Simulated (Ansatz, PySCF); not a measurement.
AlCl3, charge -1, doublet, at a GFN2-xTB geometry (such geometries of metal compounds can be far from the true shape) (a state made from the parent by changing its charge; the spin is typed, not shown lowest) (in this run its highest filled SCF level lies above zero, so its values depend strongly on the basis, on diffuse functions most of all). Base run: REVPBE/cc-pVTZ run with PySCF.

PySCF was given this input:
```python
from pyscf import gto, scf, dft

mol = gto.Mole()
mol.atom = '''
    Al    0.00809230   -0.00892122   -0.02285453
    Cl   -1.84108993   -1.13529220   -0.20128747
    Cl    0.10785401    2.03619623   -0.74919263
    Cl    1.72704770   -0.89408192    0.96795710
'''
mol.basis = 'cc-pvtz'
mol.charge = -1
mol.spin = 1
mol.verbose = 4
mol.build()

mf = dft.UKS(mol)
mf.xc = 'revpbe'
mf.kernel()
```

The same geometry, method and basis name were run in Ansatz (a first-principles code) and PySCF, at each program's defaults and at the settings that a row names. The base is PySCF at its defaults. Differences at the defaults can come from grids, fitting, cores and function types together.

| code and settings | ΔE vs base (mEh) | basis functions | E (Eh) | SCF cycles |
|---|---|---|---|---|
| PySCF, defaults (exact integrals, its default grid, spherical functions) | 0.000 | 136 | -1623.01142 | 11 |
| Ansatz, defaults (factorised integrals, its default grid, spherical functions) | 0.001 | 136 | -1623.01142 | - |
| PySCF, density fitting with def2-universal-jkfit | -0.045 | 136 | -1623.01146 | 11 |
| PySCF, fine grid | 0.003 | 136 | -1623.01142 | 11 |
| Ansatz, high accuracy | 0.001 | 136 | -1623.01142 | - |

Open shells are given as the SCF converged; they aren't shown to be the lowest states, and a large step between rows can be another state.
